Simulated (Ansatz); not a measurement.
CCl2GaN, SMILES `N#[C][Ga]([Cl])[Cl]` at its PBE0-D4/def2-TZVP geometry, where that method's forces vanish. Charge 0, multiplicity 1.

```xyz
5

N    -2.0744    1.0283    0.9180
C    -1.1152    0.5526    0.4932
Ga    0.4828   -0.2394   -0.2137
Cl    1.6099   -1.5600    0.9775
Cl    1.0969    0.2185   -2.1750
```

Problem. What forces (eV/Å) does PBE-D4/def2-TZVPP give on these atoms in the Gaussian-basis code of Ansatz? (An estimate is asked.)

Solution. The calculation gave: 
```
N1  -1.308  0.649  0.579
C2   1.189 -0.589 -0.526
Ga3 -0.142  0.070  0.063
Cl4  0.168 -0.195  0.173
Cl5  0.093  0.065 -0.289
```
